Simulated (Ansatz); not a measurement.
Input and output for CH6BNO, SMILES `CB(N)O`.

```yaml
crystal:
  periodic: [false, false, false]
  atoms:
    - {symbol: C, position_ang: [-0.973329, 0.787786, -0.138185]}
    - {symbol: B, position_ang: [0.218751, -0.100818, -0.150484]}
    - {symbol: N, position_ang: [0.483887, -1.005302, 0.800825]}
    - {symbol: O, position_ang: [1.350341, -0.028380, -0.921861]}
    - {symbol: H, position_ang: [-1.359818, 0.480294, -1.054581]}
    - {symbol: H, position_ang: [-1.643703, 0.396834, 0.763406]}
    - {symbol: H, position_ang: [-0.856026, 1.725836, -0.047291]}
    - {symbol: H, position_ang: [1.429788, -1.653005, 0.827361]}
    - {symbol: H, position_ang: [-0.079066, -1.284980, 1.621505]}
    - {symbol: H, position_ang: [0.904699, 0.724397, -1.689593]}
basis:
  gaussian: {orbitals: aug-pcseg-2}
hamiltonian: {xc: {name: SPW92}}
scf: {lower_state_search: light}
output: {forces: true}
```

```sh
$ ansatz run in.yaml --threads 2 --pin off --events-out ev --progress --plain --max-ram 32768MiB --backend cpu
```

It prints (some lines left out):

```
Functional definition: SPW92
1149 factors; their error is unknown
mean field evaluation 1: about -5282.2033 eV, gradient 1.1e2 eV
mean field evaluation 2: about -5150.4516 eV, gradient 2.3e2 eV
mean field evaluation 4: about -5303.9889 eV, gradient 3.2e1 eV
mean field evaluation 8: about -5305.9798 eV, gradient 1.9e-1 eV
mean field evaluation 16: about -5305.9382 eV, gradient 7.5e-3 eV
mean field -5305.93822991 eV, -194.9896334553 hartree, gradient 1.5e-5 eV, S^2 0.000000; 0 other end points of the search recorded, 0 dependent functions left out
reference -5305.93829283 eV, -194.9896357674 hartree; 16, 16 occupied and 306, 306 virtual orbitals, 1149 factors
Total energy: -5305.93829283 eV, -194.9896357674 hartree
Atom 0 at    -0.973329     0.787786    -0.138185 Å, force    -2.426357    -7.044214     2.530798 eV/Å
Atom 1 at     0.218751    -0.100818    -0.150484 Å, force     2.706769     0.224127     0.674404 eV/Å
Atom 2 at     0.483887    -1.005302     0.800825 Å, force     2.368543    -5.208203     3.880235 eV/Å
Atom 3 at     1.350341    -0.028380    -0.921861 Å, force    -2.394931     4.315470    -5.103310 eV/Å
Atom 4 at    -1.359818     0.480294    -1.054581 Å, force    -1.865431    -0.084849    -2.027549 eV/Å
Atom 5 at    -1.643703     0.396834     0.763406 Å, force     0.865162     0.817097    -1.884659 eV/Å
Atom 6 at    -0.856026     1.725836    -0.047291 Å, force     0.989748     7.241789     0.445408 eV/Å
Atom 7 at     1.429788    -1.653005     0.827361 Å, force    -2.952616     2.282620    -0.484074 eV/Å
Atom 8 at    -0.079066    -1.284980     1.621505 Å, force     0.091927     0.438586    -0.675366 eV/Å
Atom 9 at     0.904699     0.724397    -1.689593 Å, force     2.617187    -2.982423     2.644113 eV/Å
Dipole moment:    -0.233457     0.003242     0.081890 e Å
```

It took 5.5 s on 2 threads of a server CPU on a shared host, with 0.43 GiB of host memory at the peak.
